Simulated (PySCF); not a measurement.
Isomers of C3H12BN, one conformer each; single-point electronic energies without zero-point terms and without any empirical dispersion term.

Computed with PySCF at PBE0/def2-SVPD, non-relativistic, each on one gas-phase PBE0-D3(BJ)/def2-SVP geometry that isn't relaxed in the solvent. The solvent is an IEF-PCM continuum (Bondi radii, 1.10 Å for H, scaled by 1.2). Only the electrostatic response of the medium enters.

| isomer | relative energy, gas (kJ/mol) | dipole (D) |
| --- | --- | --- |
| `CC(C)[BH2-][NH3+]` | 0.0 | 5.10 |
| `C(C)[NH2+][BH2-]C` | 4.5 | 5.32 |
| `[BH3-][NH2+]CCC` | 31.9 | 5.86 |

Q: How do the relative energies look in methanol (ε = 32.61)?

A: 
```json
{"isomer": "`CC(C)[BH2-][NH3+]`", "relative energy, solvent (kJ/mol)": "0.0", "E(solvent) − E(gas) (kJ/mol)": "-48.8", "dipole in solvent (D)": "6.67"}
{"isomer": "`C(C)[NH2+][BH2-]C`", "relative energy, solvent (kJ/mol)": "10.8", "E(solvent) − E(gas) (kJ/mol)": "-42.5", "dipole in solvent (D)": "6.64"}
{"isomer": "`[BH3-][NH2+]CCC`", "relative energy, solvent (kJ/mol)": "33.0", "E(solvent) − E(gas) (kJ/mol)": "-47.7", "dipole in solvent (D)": "7.07"}
```

The order is unchanged. Conformers: `[CH3:1][CH:2]([CH3:3])[BH2-:4][NH3+:5]` with C1–C2–B4–N5 59°; `[CH3:1][BH2-:2][NH2+:3][CH2:4][CH3:5]` with C1–B2–N3–C4 180°, B2–N3–C4–C5 180°; `[BH3-:1][NH2+:2][CH2:3][CH2:4][CH3:5]` with B1–N2–C3–C4 178°, N2–C3–C4–C5 63°. `CC(C)[BH2-][NH3+]` gains most from the continuum, while `[BH3-][NH2+]CCC` has the largest gas-phase dipole. The gains span 6.3 kJ/mol, the gas-phase energies 31.9 kJ/mol.
